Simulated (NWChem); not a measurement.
# Lowest excitation of diiodomethane (CH2I2)

```xyz
5

I      1.8391     0.0000     0.0908
C      0.0000     0.0000    -1.0490
I     -1.8391     0.0000     0.0908
H      0.0000     0.9046    -1.6634
H      0.0000    -0.9046    -1.6634
```
Charge 0, spin multiplicity 1.

The numbers come from NWChem runs, not from measurements. The geometry was optimised at B3LYP/def2-SVP with def2 effective core potentials on I, a minimum by its harmonic frequencies.

Basis set: def2-SVP.

| method | lowest vertical singlet excitation energy (eV) | relative cost | difference from EOM-CCSD |
|---|---|---|---|
| TD-B3LYP | 4.03 | under 3 | -0.46 |
| CIS | 4.96 | 1 | +0.47 |
| EOM-CCSD | 4.49 | 6 | 0.00 |
| TD-PBE0 | 4.17 | under 3 | -0.33 |
| TD-PBE | 3.72 | under 3 | -0.78 |

The values span 1.25 eV, from TD-PBE (lowest) to CIS (highest). The cost column gives rough processor time relative to CIS; each entry includes its own SCF.

Effective core potentials replace the inner electrons of I; spin-orbit coupling is left out. The correlated methods keep 9 core orbitals frozen. B3LYP has NWChem's definition, with VWN1-RPA local correlation. Differences from the coupled-cluster row are differences between methods, not errors against experiment.
